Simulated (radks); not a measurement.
The holmium ion Ho30+, 37 electrons, occupied as [Kr] 4d1. All-electron calculation, scalar-relativistic Kohn-Sham, PBE, spin-unpolarised, spherical densities, point nucleus. Program: a radial shooting solver on a logarithmic mesh with Libxc functionals.

Unscreened Slater integrals over Kohn-Sham orbitals (cm^-1).

integral,value
"F0(4d,4d)",402160
"F2(4d,4d)",205810
"F4(4d,4d)",140280
"F0(4d,4p)",402850
"F2(4d,4p)",207510
"G1(4d,4p)",258850
"G3(4d,4p)",165790
"F0(4d,4s)",408500
"G2(4d,4s)",204750
"F0(4d,3d)",517120
"F2(4d,3d)",148940
"F4(4d,3d)",74278
"G0(4d,3d)",47741
"G2(4d,3d)",60284
"G4(4d,3d)",47385
"F0(4p,4p)",404540
"F2(4p,4p)",211860
"F0(4p,4s)",410130
"G1(4p,4s)",278290
"F0(4p,3d)",513980
"F2(4p,3d)",144570
"G1(4p,3d)",46883
"G3(4p,3d)",47175
"F0(4s,4s)",416190
"F0(4s,3d)",523730
"G2(4s,3d)",48230
"F0(3d,3d)",971260
"F2(3d,3d)",494530
"F4(3d,3d)",318050

Derived for the open shells (J is the average intra-shell exchange parameter used in DFT+U). 4d: Racah B = F2/49 - 5 F4/441 = 2610 cm^-1, C = 35 F4/441 = 11130 cm^-1, C/B = 4.27, F4/F2 = 0.682, J = (F2 + F4)/14 = 24720 cm^-1.
